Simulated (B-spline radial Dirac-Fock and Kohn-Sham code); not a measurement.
**Dipole and non-dipole photoemission parameters of Dy 4d5/2**

System: the free dysprosium atom, configuration [Xe] 4f10 6s2; threshold 153.6 eV (tabulated edge). These are calculated numbers from a B-spline atomic structure program; the model is Dirac-Hartree-Slater photoionisation with a Latter tail; cross sections with all multipoles, angular parameters from the dipole term and its interference with E2.

For linearly polarised light dσ/dΩ = σ/(4π) [1 + β P₂(cos θ) + (δ + γ cos²θ) sin θ cos φ], with θ from the polarisation vector and φ the angle between the beam and the projection of the electron momentum on the plane normal to the polarisation.

| hν (eV) | σ (kb) | β | γ | δ |
| --- | --- | --- | --- | --- |
| 164 | 797 | -0.677 | -0.001 | 0.003 |
| 175 | 747 | 0.382 | 0.017 | -0.001 |
| 178 | ? | ? | ? | ? |
| 200 | 326 | 1.271 | -0.045 | 0.007 |
| 205 | 281 | 1.164 | -0.091 | 0.017 |
| 236 | 197 | -0.536 | -0.392 | 0.129 |
| 322 | 372 | -0.357 | -0.015 | 0.118 |
| 351 | 414 | -0.086 | 0.071 | 0.095 |
| 400 | 448 | 0.249 | 0.145 | 0.064 |
| 484 | 444 | 0.604 | 0.157 | 0.031 |
| 600 | 386 | 0.878 | 0.096 | 0.010 |
| 622 | 373 | 0.915 | 0.083 | 0.008 |
| 1160 | 150 | 1.281 | -0.039 | 0.009 |
| 1253.6 | 130 | 1.301 | -0.030 | 0.012 |
| 1520 | 87.2 | 1.335 | 0.017 | 0.019 |
| 1530 | 86.0 | 1.336 | 0.019 | 0.019 |
| 1600 | 78.0 | 1.340 | 0.035 | 0.021 |
| 2000 | 46.6 | 1.346 | 0.142 | 0.031 |
| 2530 | 25.9 | 1.328 | 0.294 | 0.044 |
| 2984.4 | 16.8 | 1.302 | 0.422 | 0.055 |
| 3570 | 10.2 | 1.264 | 0.573 | 0.070 |
| 4000 | 7.38 | 1.234 | 0.675 | 0.081 |
| 5380 | 3.04 | 1.145 | 0.952 | 0.116 |
| 6150 | 2.00 | 1.099 | 1.082 | 0.135 |
| 6940 | 1.36 | 1.056 | 1.201 | 0.156 |
| 8047.8 | 0.838 | 1.001 | 1.345 | 0.184 |
| 10900 | 0.298 | 0.883 | 1.628 | 0.257 |

Q: Give the values at 178 eV.

A: σ = 685 kb, β = 0.606, γ = 0.020, δ = -0.002.
